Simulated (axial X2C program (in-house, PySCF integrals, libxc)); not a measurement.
**Which molecule has these constants?**

Computed with an axial X2C code built on PySCF integrals, spin-free (one-electron X2C) or two-component (2c: spin–orbit coupling with atomic mean-field Coulomb and Gaunt terms, which also bring small scalar terms), in Dyall basis sets with cores contracted in-house; open shells are unrestricted.

A two-component PBE0 calculation in a Dyall 3-zeta basis gave Re = 2.386 Å, ωe = 312.3 cm⁻¹, De = 2.67 eV, Ω = 3/2.

**Question.** Which molecule is it?
A. BrCl⁺
B. BrF⁺
C. IBr⁺

**Answer.** C. The others have BrCl⁺ 2.048 Å and 524.7 cm⁻¹ (Ω = 3/2); BrF⁺ 1.673 Å and 811.6 cm⁻¹ (Ω = 3/2).

Each entry is the lowest single determinant of a limited PBE0 search at one distance. De goes to single-determinant-based atoms at the same level (for ions the charge split of lowest energy) and is withheld (n/a) where an atom does not fit its ground term or J level. Main or longest-lived isotopes. Some light 2c atoms are not at their ground J level, so De misses part of their lowering (0.04 eV or less). The functionals have no current term, which raises determinants with orbital currents.
